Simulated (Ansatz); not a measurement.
```xyz
10

N     1.198    0.345    0.378
C     0.051    0.857   -0.142
C    -1.200    0.463    0.162
In   -0.137   -1.807   -1.430
H     2.086    0.616    0.001
H     1.151   -0.513    0.911
H     0.204    1.638   -0.882
H    -1.395   -0.266    0.938
H    -2.038    0.951   -0.314
H     0.081   -2.284    0.377
```

Total charge 0; spin multiplicity 1. In takes the def2 core potential. The bonds changed during the relaxation, so this is another structure than the one it started from.

**Question.** List the ωB97M-V/def2-TZVPP orbital energies in eV (Ansatz). (Estimate.)

**Answer.** Ansatz gave: Occupied: -395.41, -283.09, -281.15, -130.12, -86.48, -86.44, -86.19, -28.95, -23.79, -22.91, -22.89, -22.69, -22.68, -22.65, -19.63, -18.07, -16.25, -14.41, -13.86, -13.18, -11.32, -8.85, -7.28. Lowest empty: 0.15, 0.76, 2.07, 2.27, 2.62, 3.18, 3.39, 3.70.
